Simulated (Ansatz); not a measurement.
Reaction (cleavage of the Si–Zn bond): `N[CH2][Zn][SiH3]` + `SC1CO1` → `[SiH3]SC1CO1` + `N[CH2][ZnH]`

Gas-phase electronic energies from Ansatz, PBE0-D4/def2-TZVP geometries. CCSD(T)/CBS is the MP2 limit (def2-TZVPP, def2-QZVPP) plus CCSD(T) − MP2 in def2-TZVPP, frozen cores. DFT in def2-TZVPP. B3LYP here is the variant with VWN-RPA as its local correlation; programs differ in this. For Zn outer-core shells are correlated without core-valence functions, which leaves a few kJ/mol of doubt a bond. Scalar relativity is left out up to krypton. Each species was taken in one conformer, which may not be the lowest.

`N[CH2][Zn][SiH3]`:

Cartesian coordinates in Å:
```
N 1.737 1.785 -0.470
C 1.745 0.370 -0.061
Zn -0.035 -0.490 0.141
Si -2.255 -1.352 0.331
H 1.273 1.905 -1.361
H 1.232 2.355 0.197
H 2.301 0.292 0.878
H 2.345 -0.188 -0.786
H -3.013 -1.265 -0.952
H -3.065 -0.622 1.351
H -2.265 -2.790 0.733
```

`SC1CO1`:

```xyz
8

S    -0.213    0.451    1.876
C    -0.601   -0.156    0.248
C     0.357   -0.277   -0.841
O    -0.644    0.737   -0.839
H     0.922    1.080    1.531
H    -1.431   -0.857    0.305
H     0.235   -1.053   -1.593
H     1.375    0.074   -0.688
```

`[SiH3]SC1CO1`:

```xyz
11

Si   -1.935   -0.928    0.124
S     0.030   -1.125   -0.694
C     0.639    0.514   -0.312
C     2.052    0.690   -0.001
O     1.055    0.791    1.004
H    -2.665   -2.146   -0.299
H    -2.586    0.288   -0.431
H    -1.914   -0.833    1.605
H     0.091    1.319   -0.795
H     2.547    1.621   -0.265
H     2.685   -0.191    0.063
```

`N[CH2][ZnH]`:

```xyz
8

N     0.312    0.527    1.082
C     0.345   -0.417   -0.040
Zn   -0.803    0.218   -1.500
H    -0.605    0.557    1.507
H     0.957    0.249    1.813
H     0.129   -1.460    0.235
H     1.361   -0.420   -0.451
H    -1.697    0.746   -2.646
```

```tsv
level	ΔE (kJ/mol)
PBE-D4	-27.7
r2SCAN-D4	-36.1
B3LYP-D4	-37.1
B2PLYP	-38.0
r2SCAN	-35.1
MP2/def2-QZVPP	-50.0
HF/CBS(def2)	-47.4
CCSD/CBS(def2)	-39.9
```

Question: What does CCSD(T)/CBS give? (An estimate is asked.)

Answer: The calculation gave: -39.8 kJ/mol. The listed levels differ from it by 12.1, 3.7, 2.7, 1.8, 4.7, -10.2, -7.6, -0.1 kJ/mol.

Largest T1 diagnostic among the species: 0.014.

From PBE to PBE0 (25 % exact exchange), in def2-TZVPP and without D4, ΔE moves by −7.5 kJ/mol. The D4 term adds −7.1 kJ/mol with B3LYP and −3.8 kJ/mol with PBE0; it sums over pairs of atoms, weighted by their polarisabilities, and B3LYP, whose exchange is more repulsive, gets the larger term.
